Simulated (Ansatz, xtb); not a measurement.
# BCl2FHSi+: where a starting geometry ends

The starting geometry of this gas-phase singlet was built from a drawn formula by distance geometry; its bonds are those of `F[B+][SiH](Cl)Cl`.

| atom | x (Å) | y (Å) | z (Å) |
| --- | --- | --- | --- |
| B | -2.0466 | 0.8761 | 0.0105 |
| Cl | 0.8618 | 0.3120 | -1.4991 |
| Cl | 0.0807 | -1.4945 | 1.3402 |
| F | -2.6324 | 2.0725 | 0.0109 |
| Si | -0.6218 | -0.4646 | -0.3008 |
| H | -1.4221 | -1.4261 | -1.0680 |

Predict what it relaxes into with r2SCAN-D4/def2-SVP.

It keeps its bonds, and is `F[B+][SiH](Cl)Cl`.

The energy falls by 0.81 eV over 8 steps:

```
step  E − E(last) (eV)
   1             0.814
   2             0.155
   3             0.069
   4             0.026
   5             0.011
   6             0.003
   7             0.000
   8             0.000
```

Final geometry (Å):

```tsv
atom	x (Å)	y (Å)	z (Å)
B	-1.8893	0.9527	-0.0408
Cl	0.7823	0.3781	-1.4892
Cl	-0.1462	-1.1433	1.4304
F	-2.5067	1.9682	0.2862
Si	-0.6420	-0.6302	-0.4635
H	-1.3786	-1.6502	-1.2292
```

From the same start GFN2-xTB ends elsewhere, at `FB(Cl)[SiH+]Cl`.

No frequencies were run, so the end isn't proven a minimum. Run with Ansatz 0.2.0, 55 s on 1 thread of AMD EPYC (Zen 3), with other jobs on the host.
